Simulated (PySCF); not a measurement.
## Calculated data, AlBH5NSi

All values are calculated (PySCF 2.14.0). Calculation on a computer-drawn molecule: the log of a Hartree-Fock and frozen-core CCSD(T) single point meant for a local Hartree-Fock minimum, with one planted fault or none, to be diagnosed. Offsets are logged minus clean, where the clean run is the same molecule without the fault. The reference is restricted for singlets and unrestricted otherwise, and also for a bond in bohr or an excited solution. Adding or removing an electron swaps singlet and doublet. The excited solution moves the top pair (singlet) or top alpha electron (doublet) to the lowest empty orbital. Highest occupied and lowest empty are orbital energies over both spins, largest force is the largest gradient component, triples share is (T) over the correlation energy, the T1 limit is 0.02 restricted and 0.045 unrestricted, electrons count all cores, a negative frequency is imaginary (commonest isotopes), and the dipole is about the centre of nuclear charge.

AlBH5NSi

Logged structure:
```xyz
9
AlBH5NSi
B     -0.5020    -0.2273    -1.2023
Si    -0.4627     1.6661    -0.6954
N     -1.8106     2.5150    -1.0274
Al    -3.1029     3.3202    -1.3480
H     -1.4069    -0.7432    -1.7077
H      0.4203    -0.8978    -0.9976
H     -0.1512     1.6919     0.7084
H      0.6909     2.2245    -1.3478
H     -4.3425     4.0897    -1.6562
```

- meant charge: 0
- meant multiplicity: 1
- meant basis: cc-pV(D+d)Z
- logged electrons: 44
- logged basis functions: 99
- logged SCF converged: yes
- logged spin squared: 0
- logged highest occupied: -9.0857 eV
- logged lowest empty: 1.6981 eV
- logged largest force: 0.04202 hartree/bohr
- logged T1 diagnostic: 0.019934
- logged D1 diagnostic: 0.053608
- logged triples share: 0.030785
- logged CC converged: yes
- logged dipole magnitude: 5.2974 debye
- logged SCF stable within its kind: yes
- logged energy HF: -612.83332 hartree
- logged energy CCSD(T): -613.29819 hartree
- possible faults: no fault, one electron removed, one electron added, multiplicity raised by two, geometry at a saddle point, SCF held on an excited solution, minimal basis STO-3G, one bond length entered in bohr, all coordinates scaled
- planted fault: all coordinates scaled, by -3.9 %
- HF energy offset from clean run: 9.617 kcal/mol
- CCSD(T) energy offset from clean run: 13.48 kcal/mol

Drawn bonds:
| atom | other atom | order |
| --- | --- | --- |
| 1 | 2 | 1 |
| 2 | 3 | 1 |
| 3 | 4 | 2 |
| 1 | 5 | 1 |
| 1 | 6 | 1 |
| 2 | 7 | 1 |
| 2 | 8 | 1 |
| 4 | 9 | 1 |
